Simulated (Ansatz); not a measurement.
`CBOC(C)=O`, one more setting.

```yaml
crystal:
  periodic: [false, false, false]
  atoms:
    - {symbol: C, position_ang: [-1.964036, -1.368611, 0.188818]}
    - {symbol: B, position_ang: [-1.091595, -0.194879, -0.173482]}
    - {symbol: O, position_ang: [0.036071, -0.100846, 0.060624]}
    - {symbol: C, position_ang: [0.862136, 0.738424, -0.525923]}
    - {symbol: C, position_ang: [2.347442, 0.695867, 0.507101]}
    - {symbol: O, position_ang: [0.896680, 1.497254, -1.564930]}
    - {symbol: H, position_ang: [-1.394370, -2.063277, 0.579125]}
    - {symbol: H, position_ang: [-2.963770, -0.997620, 0.864756]}
    - {symbol: H, position_ang: [-2.456928, -1.728415, -0.737182]}
    - {symbol: H, position_ang: [-1.622569, 0.882111, -0.493473]}
    - {symbol: H, position_ang: [2.812916, 1.521729, -0.340182]}
    - {symbol: H, position_ang: [2.995972, -0.276385, 0.350485]}
    - {symbol: H, position_ang: [2.037148, 1.193810, 1.408068]}
basis:
  gaussian: {orbitals: 6-31G}
hamiltonian: {xc: {name: PBE0}}
scf: {lower_state_search: full}
```

```sh
$ ansatz run in.yaml --threads 4 --pin off --events-out ev --progress --plain --max-ram 10444MiB
```

It prints (some lines left out):

```
Functional definition: PBE0
881 factors; integrals over basis functions are off by at most 2.5e-4 eV
mean field evaluation 1: about -7970.8845 eV, gradient 6.5e1 eV
mean field evaluation 2: about -7971.1614 eV, gradient 6.5e1 eV
mean field evaluation 4: about -7978.2482 eV, gradient 2.9e1 eV
mean field evaluation 8: about -7979.9846 eV, gradient 3.7e-1 eV
mean field evaluation 16: about -7979.9938 eV, gradient 2.1e-4 eV
mean field -7979.99381750 eV, -293.2593637589 hartree, gradient 4.6e-5 eV, S^2 0.000000; 0 other end points of the search recorded, 0 dependent functions left out
reference -7979.99383668 eV, -293.2593644640 hartree; 23, 23 occupied and 45, 45 virtual orbitals, 881 factors
Total energy: -7979.99383668 eV, -293.2593644640 hartree
```

Run time 0.5 s (4 threads of an Intel Xeon 6975P-C on a shared host); peak host memory 0.16 GiB.
